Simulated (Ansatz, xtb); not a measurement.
## C4H2FNO2: which of two isomers lies lower

We compare a, `O=c1nc(F)cco1`, a singlet, with b, `O=c1nccc(F)o1`, a singlet. Both are isolated molecules in the gas phase, relaxed with PBE0-D3(BJ)/def2-SVP.

Problem. Estimate E(b) − E(a) at the level CCSD(T)/def2-SVP + ΔMP2/def2-TZVPP.

Solution. Calculated at CCSD(T)/def2-SVP + ΔMP2/def2-TZVPP: E(b) − E(a) = +18.8 kJ/mol, so structure a lies lower.

Level by level:

```
                             level              geometry  E(b) − E(a) (kJ/mol)  departure from the last row (kJ/mol)  job, with rough time for the two
                          GFN2-xTB              GFN2-xTB                    +6.8                                 −12.0              optimisation, 0.25 s
                         HF/STO-3G              GFN2-xTB                   +23.4                                  +4.6              single point, 0.73 s
                r2SCAN-D4/def2-SVP              GFN2-xTB                   +12.6                                  −6.2                 single point, 4 s
              PBE0-D3(BJ)/def2-SVP  PBE0-D3(BJ)/def2-SVP                   +14.0                                  −4.8                optimisation, 55 s
                       HF/def2-SVP  PBE0-D3(BJ)/def2-SVP                   +20.8                                  +2.0           part of the CCSD(T) run
                      MP2/def2-SVP  PBE0-D3(BJ)/def2-SVP                   +15.8                                  −3.0           part of the CCSD(T) run
                  CCSD(T)/def2-SVP  PBE0-D3(BJ)/def2-SVP                   +17.2                                  −1.6                      single point
CCSD(T)/def2-SVP + ΔMP2/def2-TZVPP  PBE0-D3(BJ)/def2-SVP                   +18.8                                                      single point, 84 s
```

As drawn, both hold the same kinds of bond in the same numbers.

The levels shown agree on the order. The largest departure from CCSD(T)/def2-SVP + ΔMP2/def2-TZVPP is that of GFN2-xTB, 12.0 kJ/mol. The last row adds to CCSD(T) the change of the MP2 difference between the two basis sets, here +1.6 kJ/mol.

With thermal terms from frequencies at re-optimised GFN2-xTB minima (ideal gas, soft modes damped towards free rotors, one conformer each, 298.15 K, 1 atm): the zero-point term adds −1.4 kJ/mol; ΔH is +18.1 and ΔG +16.9 kJ/mol.

The correlated steps freeze 8 core orbitals. Run with Ansatz 0.2.0, xtb 6.7.1; the last row on 2 threads of Intel(R) Xeon(R) Processor @ 2.70GHz on a shared host.
